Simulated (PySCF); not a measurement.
Si(H)2(Me)(vinyl) (C3H8Si), SMILES C=C[SiH2]C.

Coordinates come from a B3LYP-D3(BJ)/def2-SVP optimisation. Other conformers were not sampled.

Two levels are set side by side: TDDFT-PBE/def2-SVPD (PySCF) and TDDFT-CAM-B3LYP/def2-SVPD (PySCF). Vertical, same geometry. The lowest singlet is HOMO−1→LUMO 96 % with PBE and HOMO−1→LUMO 90 % with the other functional; states are paired by order. Differences are taken from unrounded values.

```tsv
quantity	TDDFT-CAM-B3LYP	TDDFT-PBE	TDDFT-PBE minus TDDFT-CAM-B3LYP
lowest singlet excitation (eV)	6.72	6.21	-0.51
lowest triplet excitation (TDA) (eV)	4.20	4.30	0.10
first bright state (f over 0.05) (eV)	7.13	6.34	-0.79
its oscillator strength	0.47	0.19	-0.28
```

Functionals without exact exchange tend to place singlet excitations lower, as here. Differences between two approximate levels are no errors against the true value.

Rough cost on one machine, each run with all the roots and properties that it gave: TDDFT-CAM-B3LYP against TDDFT-PBE about 5 times.
